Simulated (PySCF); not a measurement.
C₂H₈FNSi₂, SMILES [SiH2]([Si@H](N)F)C=C. Atoms are numbered in the order given.

```xyz
14

C      2.9392     1.1321    -0.5034
C      2.2588     0.0038    -0.2593
Si     0.5791    -0.3878    -0.9929
Si    -1.1046    -0.4122     0.6405
N     -2.6319    -0.4800    -0.1443
F     -0.8938     0.9396     1.5520
H      2.5574     1.9028    -1.1824
H      3.9083     1.3396    -0.0357
H      2.6996    -0.7243     0.4354
H      0.2375     0.6538    -2.0111
H      0.5962    -1.7225    -1.6680
H     -1.0472    -1.5506     1.5978
H     -2.8361     0.1096    -0.9453
H     -3.4799    -0.7192     0.3615
```
Charge 0, spin multiplicity 1.

Coordinates come from a B3LYP-D3(BJ)/def2-SVP optimisation. The structure was generated by enumeration; whether it is a known compound was not checked. The values are those of a single conformer.

The numbers are results of PBE/def2-TZVP in PySCF, not measurements.

ESP charges are fitted to the potential on shells at 1.4 to 2.0 van der Waals radii. Atomic charges (e):

```
atom  ESP fit  Mulliken
----  -------  --------
C1      -0.37     -0.24
C2      -0.14     -0.17
Si3      0.01      0.06
Si4      0.67      0.50
N5      -1.04     -0.57
F6      -0.30     -0.30
H7       0.18      0.12
H8       0.16      0.12
H9       0.14      0.11
H10      0.00     -0.03
H11     -0.03     -0.02
H12     -0.10     -0.05
H13      0.40      0.23
H14      0.42      0.23
```

Computed Mayer and Wiberg (Löwdin basis) orders of the bonds:
```tsv
bond	Mayer	Wiberg
C1–C2	1.94	2.21
C2–Si3	1.00	1.17
Si3–Si4	0.92	1.03
Si4–N5	1.22	1.60
Si4–F6	1.10	1.68
C1–H7	0.95	0.89
C1–H8	0.94	0.89
C2–H9	0.92	0.84
Si3–H10	0.92	0.91
Si3–H11	0.92	0.91
Si4–H12	0.91	0.91
N5–H13	0.91	0.95
N5–H14	0.91	0.95
```
